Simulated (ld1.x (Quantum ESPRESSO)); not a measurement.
## Configuration tests for Sn (PAW)

Sn (Z = 50), PAW, made with ld1.x (Quantum ESPRESSO) 7.5 (PBE, fully relativistic). Core [Ar] 3d10, reference 4s2 4p6 4d10 5s2 5p2. Waves: 4s (bound): rcut 1.25, rcutus 1.40 bohr; 5s (bound): rcut 1.25, rcutus 1.40 bohr; 4p (bound): rcut 1.15, rcutus 1.35 bohr; 5p (bound): rcut 1.15, rcutus 1.35 bohr; 4d (bound): rcut 1.10, rcutus 1.30 bohr; 4d channel at 0.15 Ry: rcut 1.10, rcutus 1.30 bohr. Local part: all-electron potential smoothed inside 1.00 bohr (lloc = -2). Core correction: Bessel-smoothed model core, default radius (core density twice the valence density). Augmentation charge: GAUSS, radius 0.90 bohr.

Open shells are filled in proportion to 2j + 1 (rel_dist='average').

Energies are relative to the spin-unpolarised reference configuration 4s2 4p6 4d10 5s2 5p2; without spin polarisation the order of configurations can differ from experiment.

```
valence configuration  charge  ΔE all-electron (eV)  error AE − PS (meV)
 4s2 4p6 4d10 5s2 5p1      +1                 6.887                 +0.2
 4s2 4p6 4d10 5s2 5p0      +2                20.858                 +2.6
 4s2 4p6 4d10 5s1 5p0      +3                51.828                 +1.9
  4s2 4p6 4d9 5s2 5p2      +1                32.675                  +17
 4s2 4p5 4d10 5s2 5p2      +1                97.710                  +13
 4s2 4p6 4d10 5s1 5p3       0                 6.959                 +1.6
```

Problem. What are ΔE and the potential's error for 4s2 4p6 4d10 5s0 5p4?

Solution. ΔE = 14.147 eV all-electron; the error (AE − PS) is +4.8 meV.

The ghost test of this file was not conclusive.
